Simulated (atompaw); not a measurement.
## Which setting gave this result? (xenon, PAW (atompaw))

Base potential:

atompaw 4.2.0.5 input, output lines left out:

```
Xe 54
GGA-PBESOL scalarrelativistic loggrid 1500 logderivrange -3 5 201
5 5 4 0 0 0
0 0 0
c
c
c
c
v
c
c
c
v
c
c
1
1.85 1.55 1.65 1.35
y
-0.9
n
y
2.85
n
custom rrkj gramschmidtortho gaussian
bessel
1.65
1.65
1.85
1.85
```

Cutoffs, loose and tight: the cutoffs (Ry, on a coarse ladder) from which the occupation-weighted sum of valence levels, in a spherical-Bessel basis at the reference potential, stays within 10 and 1 mRy of its value at 400 Ry. They see the waves, projectors and local potential, not the compensation charge or the core.

Only the scale of all radii (base = 1) is moved (1 further runs of the sweep failed or gave no value and are left out):

| scale of all radii (base = 1) | cutoff, loose | cutoff, tight | bound ghosts |
| --- | --- | --- | --- |
| 0.75 | 60 Ry | 100 Ry | s, p, d |
| 0.92 | 21 Ry | 40 Ry | s, d |
| 1.01 | 15 Ry | 30 Ry | none |
| 1.07 | 12 Ry | 25 Ry | none |
| 1.14 | 12 Ry | 21 Ry | none |
| 1.27 | 12 Ry | 15 Ry | none |

Q: One more run gave cutoff, loose: 12 Ry; cutoff, tight: 18 Ry; bound ghosts: none. Which value of the scale of all radii (base = 1) was used?

A: 1.2. The tight cutoff moves one way along this sweep, from 100 Ry at 0.75 to 15 Ry at 1.27, which places the run between 1.14 and 1.27.
